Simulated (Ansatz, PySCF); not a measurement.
CH₇ClN₂Si, SMILES NC[Si@@H](N)Cl. Atoms are numbered in the order given.

```xyz
12

N     -2.2752    -1.2479     0.7188
C     -1.5695    -0.3515    -0.2072
Si     0.1754     0.0834     0.3600
N      1.0636    -1.3875     0.5353
Cl     1.0137     1.4307    -1.0254
H     -2.4380    -0.7778     1.6101
H     -1.6848    -2.0523     0.9361
H     -2.1597     0.5684    -0.3564
H     -1.5173    -0.8197    -1.2074
H      0.1986     0.7486     1.6891
H      1.9013    -1.3958     1.1108
H      1.1899    -1.9902    -0.2743
```

Coordinates come from a B3LYP-D3(BJ)/def2-SVP optimisation. The structure was generated by enumeration; whether it is a known compound was not checked. Other conformers were not sampled.

Two levels are set side by side: PBE-D3(BJ)/def2-SVP (Ansatz, an electronic-structure program) and B3LYP-D3(BJ)/def2-SVP (Ansatz). Each level has its own optimised geometry; the coordinates shown are those of the second. Frequencies come from the Hessian of PySCF at each geometry. Differences are taken from unrounded values.

| quantity | B3LYP-D3(BJ) |
|---|---|
| mean bond length (Å) | 1.360 |
| bond N1–C2 (Å) | 1.469 |
| bond C2–Si3 (Å) | 1.886 |
| bond Si3–N4 (Å) | 1.727 |
| bond Si3–Cl5 (Å) | 2.107 |
| bond N1–H6 (Å) | 1.021 |
| bond N1–H7 (Å) | 1.021 |
| bond C2–H8 (Å) | 1.103 |
| bond C2–H9 (Å) | 1.106 |
| bond Si3–H10 (Å) | 1.486 |
| bond N4–H11 (Å) | 1.016 |
| bond N4–H12 (Å) | 1.017 |
| highest harmonic wavenumber (cm⁻¹) | 3643 |
| mean harmonic wavenumber (cm⁻¹) | 1340 |
| zero-point energy (kcal/mol) | 57.47 |

Question: What does PBE-D3(BJ) give, and how far is it from B3LYP-D3(BJ)? (Estimate from the structure and the level; the computed values follow.)

Answer: 
| quantity | PBE-D3(BJ) | PBE-D3(BJ) minus B3LYP-D3(BJ) |
|---|---|---|
| mean bond length (Å) | 1.368 | 0.008 |
| bond N1–C2 (Å) | 1.471 | 0.002 |
| bond C2–Si3 (Å) | 1.895 | 0.009 |
| bond Si3–N4 (Å) | 1.740 | 0.013 |
| bond Si3–Cl5 (Å) | 2.113 | 0.006 |
| bond N1–H6 (Å) | 1.029 | 0.008 |
| bond N1–H7 (Å) | 1.030 | 0.009 |
| bond C2–H8 (Å) | 1.111 | 0.008 |
| bond C2–H9 (Å) | 1.114 | 0.008 |
| bond Si3–H10 (Å) | 1.501 | 0.015 |
| bond N4–H11 (Å) | 1.024 | 0.008 |
| bond N4–H12 (Å) | 1.025 | 0.008 |
| highest harmonic wavenumber (cm⁻¹) | 3567 | -76 |
| mean harmonic wavenumber (cm⁻¹) | 1306 | -34 |
| zero-point energy (kcal/mol) | 56.03 | -1.44 |

Exact exchange shortens and stiffens bonds; PBE has none. Differences between two approximate levels are no errors against the true value.
